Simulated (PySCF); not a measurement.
**Simulated absorption spectrum**

Compound: C3H7BBrF3O.
Z-matrix (Å and degrees, PBE0-D3(BJ)/def2-SVP geometry), rows numbered from 1:
```
C 
O   1  1.4392
B   2  1.6174  1  116.38
Br  3  2.0145  2  105.22  1   -71.85
C   2  1.4223  1  115.64  3  -141.55
C   5  1.5145  2  109.81  1   -94.42
F   6  1.3309  5  109.05  2   178.78
F   6  1.3253  5  111.65  2   -61.04
F   6  1.3379  5  111.51  2    59.50
H   1  1.0952  2  108.46  3  -169.43
H   1  1.0944  2  106.13  3   -50.52
H   1  1.0996  2  108.94  3    68.15
H   3  1.2088  2  104.03  1    46.29
H   3  1.2092  2  103.82  1   170.61
H   5  1.0989  2  110.75  1    27.54
H   5  1.0963  2  107.69  1   146.46
```

Method used: PySCF 2.14.0, density-fitted response routines, TDDFT CAM-B3LYP/def2-SVPD, vertical, gas phase, core orbitals frozen in the response. The CAM-B3LYP/def2-SVPD calculation is non-relativistic and has no spin–orbit coupling, an omission that weighs most on bromine.

Broadening: Gaussians 0.25 eV wide at half height, area fixed by f = 4.319×10⁻⁹ ∫ε dν̃. The width is an assumption, not a result. The curve ends short of the highest state used, and states not computed would add to its high-energy end.

E (eV), ε (L mol⁻¹ cm⁻¹) and a bar:
```
     6.46          7 
     6.50         26 
     6.54         81 
     6.57        171 #
     6.61        410 ##
     6.65        853 ###
     6.68       1348 ######
     6.72       2190 #########
     6.76       3087 #############
     6.79       3640 ###############
     6.83       4007 ################
     6.87       3836 ################
     6.91       3207 #############
     6.94       2587 ###########
     6.98       1809 #######
     7.02       1320 #####
     7.05       1249 #####
     7.09       1627 #######
     7.13       2572 ###########
     7.16       3599 ###############
     7.20       5176 #####################
     7.24       6570 ###########################
     7.28       7290 ##############################
     7.31       7208 ##############################
     7.35       6326 ##########################
     7.39       4958 ####################
     7.42       3975 ################
     7.46       3166 #############
     7.50       3223 #############
     7.53       3855 ################
```

Task: Where are the band maxima, and which computed states make them?

Result: 181 nm (6.84 eV), ε about 4000, made up of S1 (100%); 170 nm (7.29 eV), ε about 7300, made up of S3 (94%) (ε in L mol⁻¹ cm⁻¹; maxima over ε = 5, shares over 10%). At its high-energy end, 7.53 eV, the curve is still rising (ε about 3900, from S3 and S5). The states used: S1 6.84 eV (f 0.037); S2 7.09 eV (f 0.0015); S3 7.29 eV (f 0.064); S4 7.32 eV (f 0.0041); S5 7.66 eV (f 0.062); S6 7.74 eV (f 0.013); S7 7.76 eV (f 0.0022); S8 7.85 eV (f 0.013); S9 7.97 eV (f 0.0056); S10 8.13 eV (f 0.0082).

Task: Coming from long wavelengths, where does ε first pass 100 L mol⁻¹ cm⁻¹?

Result: At about 189 nm (6.55 eV), 0.29 eV below S1.

Task: What would ε be at 7.29 eV, the highest of these maxima, with half the width (0.125 eV)?

Result: About 14500 L mol⁻¹ cm⁻¹ against 7320, a factor of about 1.98; a lone state at its own centre would give exactly 2.

Task: Does any computed singlet lie in the visible range?

Result: No computed singlet lies in the visible range (380 to 750 nm); the lowest, at 181 nm, stands 3.57 eV above its violet end (3.26 eV).

The vertical ionisation energy (ΔSCF) is 9.71 eV, 1.57 eV above S10.

On one thread of an Arm Neoverse V1, on a shared host, this took 3.8 min wall.

One conformer stands for the species.
